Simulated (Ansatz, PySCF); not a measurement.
Process, species as SMILES: OB(O)Cl → O[B]O + Cl atom (the B-Cl bond at the site shown breaks; other sites are not compared here)
Geometries: B3LYP-D3(BJ)/def2-TZVP minima from Ansatz (a quantum-chemistry and plane-wave program), one conformer each, not searched for the lowest. Frequencies are from Ansatz or PySCF.

Quantity: bond dissociation energy (enthalpy at 298 K, with B3LYP-D3(BJ) rigid-rotor harmonic-oscillator terms), in kcal/mol. Valence correlation only, unless marked. Open shells are spin-unrestricted. Spin-orbit coupling is left out. Non-relativistic. Basis-set limits of correlation are two-point, X^-3; Hartree-Fock from the larger set. The bracket is a focal-point correction in the basis named.

RI-MP2/CBS(aug-cc-pV(T+d)Z,aug-cc-pV(Q+d)Z)+[CCSD(T)-MP2]/aug-cc-pV(T+d)Z (Ansatz) gives 124.0 kcal/mol.

### Question
Another calculation gave 136.6 kcal/mol. Which level was it?
A. HF/def2-TZVPD (PySCF)
B. B2PLYP/def2-TZVPD (Ansatz)
C. wB97X-V/def2-TZVPD (Ansatz)
D. SVWN5/def2-TZVPD (Ansatz)

### Answer
D, SVWN5/def2-TZVPD (Ansatz). The others give 119.3 (B2PLYP), 124.1 (wB97X-V), 93.2 (HF) kcal/mol.
